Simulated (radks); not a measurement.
Task: Method: non-relativistic Kohn-Sham, LDA (Slater exchange, Perdew-Wang correlation), spin-polarised, spherical densities, point nucleus; computed with a radial shooting solver on a logarithmic mesh with Libxc functionals. Response by self-consistent Sternheimer equations with the Hartree and adiabatic LDA kernel. For heavy and open-shell atoms this level of theory can miss by tens of per cent. Rank Xe6+, Sn2+, Te4+, I5+, In+, Ba8+, Cs7+, Sb3+, Cd (NIST ground configurations) by static dipole polarisability, largest first.

Result: Cd 52.80, In+ 26.33, Sn2+ 16.55, Sb3+ 11.56, Te4+ 8.583, I5+ 6.641, Xe6+ 5.293, Cs7+ 4.315, Ba8+ 3.582 bohr^3.
